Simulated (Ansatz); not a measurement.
`FC1=C(F)C(F)(F)C1` + H₂ → `FC1=C(F)C(F)C1` + H–F at 298.15 K and 1 bar (hydrogenolysis of a C–F bond).

Gas-phase electronic energies from Ansatz, PBE0-D4/def2-TZVP geometries. CCSD(T)/CBS is the MP2 limit (def2-TZVPP, def2-QZVPP) plus CCSD(T) − MP2 in def2-TZVPP, frozen cores. This one scheme is used for every species.

```
            species  CCSD(T)/CBS energy (Eh)  H − E (kJ/mol)  S (J/(mol·K))
`FC1=C(F)C(F)(F)C1`               -552.50035           168.8          340.8
                 H₂                 -1.17544            35.1          130.4
   `FC1=C(F)C(F)C1`               -453.30902           188.2          325.4
                H–F               -100.39570            33.5          173.6
```

H − E and S are ideal-gas, rigid-rotor, harmonic terms from PBE0-D4/def2-TZVP, for one conformer and one mirror image of each species. For small species the MP2-based limit differs from directly extrapolated CCSD(T) by up to some mEh (0.8 for H₂); such offsets cancel only in part. 1 Eh = 2625.50 kJ/mol, R = 8.31446 J/(mol·K).

Problem. By hand: ΔE, ΔH, ΔS and ΔG.

Solution. ΔE = (-453.30902) + (-100.39570) − (-552.50035) − (-1.17544) = -0.02893 Eh = -76.0 kJ/mol. Δ(H − E) = 188.2 + 33.5 − 168.8 − 35.1 = 17.8, so ΔH = -58.2 kJ/mol. ΔS = 325.4 + 173.6 − 340.8 − 130.4 = 27.8 J/(mol·K). ΔG = -58.2 − 298.15 × (27.8)/1000 = -66.5 kJ/mol.

Problem. By hand: the equilibrium constant, and the temperature at which ΔG would vanish if ΔH and ΔS stayed fixed.

Solution. log₁₀ K = −ΔG/(RT ln 10) = 11.7. ΔH and −TΔS have one sign here, so there is no such temperature.

ΔH outweighs TΔS. A doubt of 5 kJ/mol in ΔE shifts log₁₀ K by 0.9 here. Other conformers and mirror images would add mixing entropy, several J/(mol·K) or more a flexible species. These are equilibria of isolated gas molecules and say nothing of rates. Largest T1 diagnostic: 0.012 (customary marks: 0.02 for closed shells, 0.045 for open ones).
